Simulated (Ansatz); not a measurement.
Which method gave which barrier?

Saddle point of SiAsNH8S, closed shell (SiNH₅S ([NH2][SiH2][SH]) + AsH₃ → SiAsNH₆ ([NH2][SiH2][AsH2]) + H₂S; bonds formed: Si1–As7, S2–H6; bonds broken: Si1–S2, H6–As7), PBE0-D4/def2-TZVP structure:

| atom | x (Å) | y (Å) | z (Å) |
| --- | --- | --- | --- |
| Si1 | -0.2384 | -0.5212 | 0.1552 |
| S2 | 1.5287 | 0.4095 | 1.4022 |
| H3 | -1.1789 | 0.4904 | 0.7292 |
| H4 | 0.8714 | -1.2576 | -0.5296 |
| N5 | -1.2536 | -1.8682 | 0.3764 |
| H6 | 1.0252 | 0.9616 | -0.0460 |
| As7 | 0.0480 | 1.1857 | -1.7441 |
| H8 | 0.8455 | 1.3996 | 2.0022 |
| H9 | -2.1590 | -1.8117 | 0.8134 |
| H10 | -1.0038 | -2.8014 | 0.0922 |
| H11 | -0.0012 | 2.5709 | -1.1218 |
| H12 | 1.5162 | 1.2426 | -2.1296 |

Computed with Ansatz 0.2.0 (basis: def2-TZVPP, with def2-QZVPP for the basis limit); correlated methods freeze the cores. Filled d shells of the heavier atoms are correlated. The def2 sets are not built for correlating such inner shells, so the correlated values are less sure here. B3LYP uses VWN-RPA correlation. Extrapolation: Hartree–Fock as exp(−7.88 √X), correlation as X^−2.97. Four methods, as single points on the PBE0-D4 structures, gave these electronic barriers from the start structure: 125.9, 203.8, 233.6, 314.6 kJ/mol.

Question: The methods were, in alphabetical order, B3LYP-D4, BHLYP-D4, HF, SPW92. Which gave which? (A judgement: the text doesn't fix the answer.)

Answer: Computed: SPW92 125.9; B3LYP-D4 203.8; BHLYP-D4 233.6; HF 314.6 kJ/mol. For comparison, CCSD(T) at an estimated basis limit (MP2 extrapolated from triple and quadruple zeta, plus CCSD(T) − MP2 in triple zeta) gives 210.8 kJ/mol.

The T1 diagnostic stays at or below 0.012.

Labels in which every atom is bracketed show which atoms are joined, not bond orders.

For scale, one of the runs: CCSD(T)/def2-TZVPP, 275 basis functions, launched by `ansatz run in.yaml --threads 8 --pin off --events-out ev --progress --plain --max-ram 19148MiB`. Time: 70 s of wall clock on 8 CPU threads of an INTEL XEON PLATINUM 8581C; the host was shared. Peak host memory: 7.1 GiB.
